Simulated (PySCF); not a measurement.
C4H9N, SMILES C=CN(C)C.

Geometry: B3LYP-D3(BJ)/def2-SVP. One conformer was computed; it need not be the lowest.

Two levels are set side by side: TDA-PBE/def2-SVPD (PySCF) and TDA-PBE0/def2-SVPD (PySCF). Vertical, same geometry. The lowest singlet is HOMO→LUMO 54 %, HOMO→LUMO+1 45 % with PBE and HOMO→LUMO 88 % with the other functional; states are paired by order. Differences are taken from unrounded values.

```json
[
 {"quantity": "lowest singlet excitation (eV)", "TDA-PBE": "4.57"},
 {"quantity": "lowest triplet excitation (TDA) (eV)", "TDA-PBE": "3.89"},
 {"quantity": "first bright state (f over 0.05) (eV)", "TDA-PBE": "5.97"},
 {"quantity": "its oscillator strength", "TDA-PBE": "0.26"}
]
```

**Question.** These are the TDA-PBE values. What does TDA-PBE0 give? (Estimate from the structure and the level; the computed values follow.)

**Answer.** 
```json
[
 {"quantity": "lowest singlet excitation (eV)", "TDA-PBE0": "5.23", "TDA-PBE minus TDA-PBE0": "-0.66"},
 {"quantity": "lowest triplet excitation (TDA) (eV)", "TDA-PBE0": "3.91", "TDA-PBE minus TDA-PBE0": "-0.03"},
 {"quantity": "first bright state (f over 0.05) (eV)", "TDA-PBE0": "6.10", "TDA-PBE minus TDA-PBE0": "-0.13"},
 {"quantity": "its oscillator strength", "TDA-PBE0": "0.06", "TDA-PBE minus TDA-PBE0": "0.20"}
]
```

A lower first singlet is the usual sign of a functional without exact exchange. Differences between two approximate levels are no errors against the true value.

Rough cost on one machine, each run with all the roots and properties that it gave: TDA-PBE0 against TDA-PBE about 2 times.
